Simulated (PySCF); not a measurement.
Record of a relaxation.

C3H9BrSn.
Bonds: C1–Sn2, Sn2–C3, Sn2–C4, Sn2–Br5. Hydrogens: H6, H7, H8 on C1; H9, H10, H11 on C3; H12, H13, H14 on C4.

Method: PBE0-D3(BJ)/def2-SVP geometry optimisation, gas phase, def2 core potentials past Kr in PySCF 2.14.0; density fitting, grid level 1; the optimiser is geomeTRIC in internal coordinates, started from a GFN2-xTB structure with every atom displaced at random (about 0.01 Å). 9 of its 12 geometries are shown. The frame can shift and turn from step to step; on so coarse a grid that alone can change the energy by a few meV, and forces under 0.02 eV/Å are noise.

Step 0: E = -79114.5001 eV, largest atomic force 2.735 eV/Å
```
atom  x, y, z in Å  |  force x, y, z in eV/Å
C1     -1.604    1.315   -0.410    0.553   0.545   0.112
Sn2     0.058    0.118    0.313    0.199  -0.296  -0.445
C3      1.927    0.443   -0.793   -0.161  -0.166   1.668
C4     -0.401   -1.998    0.640   -2.265   1.531   0.088
Br5     0.524    1.010    2.603    0.097   0.106   0.296
H6     -1.903    1.031   -1.416   -0.053  -0.241  -0.420
H7     -2.466    1.218    0.247   -0.241  -0.129   0.303
H8     -1.321    2.391   -0.439    0.031  -0.468   0.086
H9      2.751   -0.084   -0.274   -0.285   0.018  -0.116
H10     1.843    0.083   -1.791   -0.121  -0.432  -1.237
H11     2.175    1.501   -0.792   -0.038   0.467  -0.051
H12    -0.650   -2.475   -0.297   -0.003  -0.290  -0.656
H13    -1.327   -2.066    1.285    0.828   0.143  -0.434
H14     0.388   -2.501    1.117    1.459  -0.787   0.807
```

Step 1: E = -79114.6182 eV, largest atomic force 0.723 eV/Å
```
atom  x, y, z in Å  |  force x, y, z in eV/Å
C1     -1.054    1.625   -0.658   -0.325  -0.058   0.081
Sn2     0.095    0.083    0.278   -0.108   0.110   0.031
C3      1.974   -0.246   -0.674    0.090   0.153  -0.343
C4     -1.094   -1.619    0.784    0.633  -0.297   0.183
Br5     0.744    1.000    2.547    0.015  -0.060  -0.043
H6     -1.378    1.321   -1.665    0.052  -0.010   0.026
H7     -1.953    1.813   -0.043    0.208   0.053  -0.127
H8     -0.454    2.538   -0.729    0.016   0.164   0.001
H9      2.587   -0.936   -0.087    0.078  -0.057   0.081
H10     1.870   -0.634   -1.704   -0.063   0.054   0.192
H11     2.470    0.738   -0.718    0.046  -0.148   0.000
H12    -1.478   -2.143   -0.104   -0.032   0.070   0.090
H13    -1.910   -1.249    1.421   -0.023  -0.206   0.017
H14    -0.411   -2.293    1.354   -0.587   0.233  -0.190
```

Step 3: E = -79114.6524 eV, largest atomic force 0.128 eV/Å
```
atom  x, y, z in Å  |  force x, y, z in eV/Å
C1     -1.056    1.660   -0.627    0.043   0.011  -0.009
Sn2     0.095    0.100    0.294   -0.003   0.064   0.043
C3      1.966   -0.240   -0.692    0.013  -0.011   0.032
C4     -1.071   -1.631    0.773   -0.032   0.042  -0.045
Br5     0.785    0.954    2.566    0.008  -0.014   0.007
H6     -1.369    1.351   -1.635    0.004   0.007   0.003
H7     -1.948    1.865   -0.022   -0.045   0.017   0.034
H8     -0.457    2.580   -0.701    0.000  -0.033   0.009
H9      2.570   -0.951   -0.111   -0.029   0.005  -0.022
H10     1.815   -0.627   -1.708   -0.006  -0.027  -0.040
H11     2.503    0.717   -0.746    0.014   0.011  -0.010
H12    -1.461   -2.118   -0.131   -0.023  -0.004  -0.039
H13    -1.909   -1.320    1.411   -0.029   0.013  -0.015
H14    -0.455   -2.343    1.331    0.084  -0.082   0.051
```

Step 4: E = -79114.6549 eV, largest atomic force 0.118 eV/Å
```
atom  x, y, z in Å  |  force x, y, z in eV/Å
C1     -1.053    1.675   -0.601    0.006   0.023   0.004
Sn2     0.096    0.107    0.303    0.043   0.037   0.046
C3      1.956   -0.242   -0.700   -0.009  -0.009   0.024
C4     -1.065   -1.633    0.756   -0.115  -0.001  -0.027
Br5     0.803    0.926    2.582   -0.008  -0.004  -0.012
H6     -1.365    1.371   -1.612   -0.006   0.010   0.007
H7     -1.945    1.884    0.004   -0.015  -0.001   0.014
H8     -0.449    2.590   -0.672    0.011  -0.007   0.008
H9      2.552   -0.965   -0.127   -0.006  -0.008  -0.011
H10     1.788   -0.626   -1.716    0.006  -0.012  -0.027
H11     2.509    0.706   -0.756    0.001   0.007  -0.012
H12    -1.455   -2.101   -0.159    0.008  -0.004  -0.013
H13    -1.909   -1.337    1.395    0.006   0.016  -0.019
H14    -0.454   -2.359    1.305    0.077  -0.046   0.018
```

Step 6: E = -79114.6593 eV, largest atomic force 0.059 eV/Å
```
atom  x, y, z in Å  |  force x, y, z in eV/Å
C1     -1.041    1.723   -0.523   -0.008   0.023   0.010
Sn2     0.097    0.116    0.321    0.028  -0.046  -0.024
C3      1.932   -0.256   -0.723   -0.015  -0.016  -0.001
C4     -1.061   -1.646    0.701   -0.048  -0.030   0.006
Br5     0.825    0.865    2.612   -0.013   0.024  -0.003
H6     -1.364    1.452   -1.540   -0.011   0.011   0.005
H7     -1.926    1.930    0.095    0.023  -0.013  -0.001
H8     -0.419    2.627   -0.573    0.002   0.014   0.008
H9      2.511   -1.009   -0.170    0.016  -0.004   0.001
H10     1.732   -0.628   -1.739    0.004   0.015   0.012
H11     2.518    0.671   -0.783   -0.008  -0.002  -0.001
H12    -1.440   -2.074   -0.239    0.027  -0.004   0.013
H13    -1.914   -1.383    1.342    0.022  -0.007   0.004
H14    -0.442   -2.392    1.221   -0.018   0.037  -0.030
```

Step 7: E = -79114.6608 eV, largest atomic force 0.058 eV/Å
```
atom  x, y, z in Å  |  force x, y, z in eV/Å
C1     -1.032    1.750   -0.482    0.006  -0.004   0.001
Sn2     0.097    0.114    0.321   -0.023  -0.037  -0.039
C3      1.923   -0.269   -0.733    0.010  -0.009  -0.006
C4     -1.064   -1.655    0.669    0.029   0.007   0.009
Br5     0.820    0.850    2.617    0.000   0.008   0.001
H6     -1.369    1.508   -1.501   -0.006   0.009   0.002
H7     -1.908    1.947    0.152    0.012  -0.004   0.006
H8     -0.401    2.648   -0.514   -0.001   0.009   0.007
H9      2.498   -1.032   -0.190    0.008   0.004   0.003
H10     1.714   -0.632   -1.750   -0.003   0.011   0.011
H11     2.519    0.652   -0.792   -0.004  -0.001   0.005
H12    -1.432   -2.071   -0.281    0.003   0.000   0.005
H13    -1.919   -1.409    1.313    0.003  -0.014   0.008
H14    -0.437   -2.404    1.175   -0.034   0.021  -0.011
```

Step 8: E = -79114.6607 eV, largest atomic force 0.040 eV/Å
```
atom  x, y, z in Å  |  force x, y, z in eV/Å
C1     -1.028    1.758   -0.468    0.005  -0.003  -0.006
Sn2     0.096    0.110    0.317   -0.009  -0.023  -0.032
C3      1.923   -0.274   -0.737    0.005   0.000   0.003
C4     -1.068   -1.658    0.658    0.032   0.014   0.006
Br5     0.817    0.845    2.614    0.004  -0.001   0.001
H6     -1.374    1.532   -1.488   -0.003   0.006   0.002
H7     -1.898    1.950    0.175    0.003   0.001   0.007
H8     -0.394    2.655   -0.491   -0.002   0.002   0.005
H9      2.499   -1.038   -0.197    0.000   0.004   0.003
H10     1.713   -0.633   -1.756   -0.003   0.003   0.003
H11     2.519    0.647   -0.794   -0.003   0.002   0.005
H12    -1.433   -2.071   -0.294   -0.007   0.000  -0.001
H13    -1.923   -1.416    1.303   -0.005  -0.006   0.003
H14    -0.440   -2.408    1.161   -0.017   0.000   0.002
```

Step 10: E = -79114.6604 eV, largest atomic force under 0.02 eV/Å
```
atom  x, y, z in Å  |  force x, y, z in eV/Å
C1     -1.027    1.758   -0.466    0.000   0.000   0.001
Sn2     0.096    0.105    0.311   -0.004  -0.006  -0.015
C3      1.926   -0.274   -0.739    0.003   0.003   0.003
C4     -1.071   -1.659    0.656    0.005   0.002   0.004
Br5     0.819    0.839    2.608    0.002  -0.002   0.001
H6     -1.377    1.541   -1.486    0.000   0.001   0.001
H7     -1.893    1.948    0.182    0.000   0.002   0.003
H8     -0.391    2.654   -0.484    0.001  -0.001   0.003
H9      2.503   -1.037   -0.199   -0.001   0.001   0.001
H10     1.720   -0.630   -1.759    0.002   0.000  -0.002
H11     2.518    0.650   -0.791   -0.001   0.001   0.002
H12    -1.441   -2.073   -0.293   -0.005   0.001  -0.001
H13    -1.925   -1.414    1.303   -0.002   0.003  -0.003
H14    -0.448   -2.411    1.160    0.001  -0.005   0.003
```

Step 11: E = -79114.6605 eV, largest atomic force 0.020 eV/Å
```
atom  x, y, z in Å  |  force x, y, z in eV/Å
C1     -1.027    1.758   -0.467    0.001  -0.002   0.000
Sn2     0.096    0.106    0.312   -0.008  -0.008  -0.017
C3      1.925   -0.274   -0.739    0.005   0.003   0.002
C4     -1.070   -1.659    0.656    0.011   0.005   0.004
Br5     0.818    0.841    2.609    0.002  -0.002   0.001
H6     -1.377    1.540   -1.486    0.000   0.002   0.001
H7     -1.893    1.948    0.181    0.001   0.003   0.003
H8     -0.392    2.654   -0.486    0.001   0.000   0.003
H9      2.502   -1.037   -0.199   -0.001   0.001   0.001
H10     1.718   -0.630   -1.758    0.001   0.000  -0.002
H11     2.518    0.650   -0.791   -0.001   0.001   0.002
H12    -1.439   -2.073   -0.294   -0.006   0.001  -0.001
H13    -1.924   -1.415    1.303   -0.003   0.002  -0.002
H14    -0.446   -2.410    1.160   -0.002  -0.004   0.004
```

Task: Summarise the path.

Result: The energy falls by 3.70 kcal/mol from step 0 to step 11; nine tenths of that is first reached at step 2. It rises by more than 0.2 meV at step 9. The largest force goes from 2.735 to 0.020 eV/Å. Among the bonds Sn2–C3 changes most, from 2.196 to 2.143 Å; the atoms move by 0.053 Å rms after alignment.

Task: Follow the three bonds and two angles with the largest change from start to end.

Result: 
```tsv
step	E above end (kcal/mol)	largest force (eV/Å)	Sn2–C3 (Å)	C4–H14 (Å)	Sn2–C4 (Å)	H12–C4–H13 (°)	Sn2–C4–H14 (°)
0	3.70	2.735	2.196	1.051	2.190	106.2	111.9
1	0.97	0.723	2.132	1.117	2.137	111.6	105.2
2	0.33	0.330	2.149	1.101	2.157	110.3	108.0
3	0.19	0.128	2.142	1.095	2.142	109.5	109.4
4	0.13	0.118	2.143	1.096	2.140	109.0	110.0
5	0.07	0.115	2.143	1.099	2.140	108.7	110.1
6	0.03	0.059	2.144	1.100	2.142	108.9	109.8
7	-0.01	0.058	2.143	1.100	2.145	109.3	109.1
8	-0.01	0.040	2.144	1.099	2.144	109.4	109.0
9	0.00	0.022	2.143	1.099	2.144	109.4	109.1
10	0.00	under 0.02	2.143	1.099	2.143	109.3	109.1
11	0.00	0.020	2.143	1.099	2.144	109.4	109.1
```

What follows is the cost of the whole optimisation. On one thread, Intel Xeon Platinum 8488C (x86_64) (shared host), this took 2.1 min of wall time and 0.59 GiB of memory at its peak.
